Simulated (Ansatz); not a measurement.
[NbO2Cl2]- (NbCl₂O₂⁻). Charge -1, multiplicity 1. Geometry PBE0-D4/def2-SVPD, basis def2-TZVPD, Ansatz.

```
atom   x (Å)   y (Å)   z (Å)
 Nb1   0.096  -0.019  -0.094
  O2   0.815   1.195  -1.089
  O3   0.835  -1.520  -0.520
 Cl4  -2.269  -0.124  -0.519
 Cl5   0.522   0.469   2.223
```

```tsv
run	HOMO (eV)	LUMO (eV)
A	-3.29	2.33
B	-2.16	1.93
C	-3.05	2.35
D	-2.46	2.07
E	-3.70	2.70
F	-6.47	4.25
```

In the def2 sets Nb takes a core potential; there is no spin–orbit coupling. LC-ωPBE has ω = 0.4 bohr⁻¹. HSE06 is defined as in plane-wave codes, on full-range PBE exchange.

Task: The runs used HSE06, LC-ωPBE, PBE, PBE0, r2SCAN, r2SCANh. Estimate which is which.

Result: A HSE06 (range-separated); B PBE (0 % exact exchange); C r2SCANh (10 % exact exchange); D r2SCAN (0 % exact exchange); E PBE0 (25 % exact exchange); F LC-ωPBE (range-separated). Exact exchange lowers occupied and raises empty levels; among semilocal functionals meta-GGAs tend to open the gap a little, and such runs are hard to tell apart. The gap grows from 4.08 eV (PBE) to 10.72 eV (LC-ωPBE).
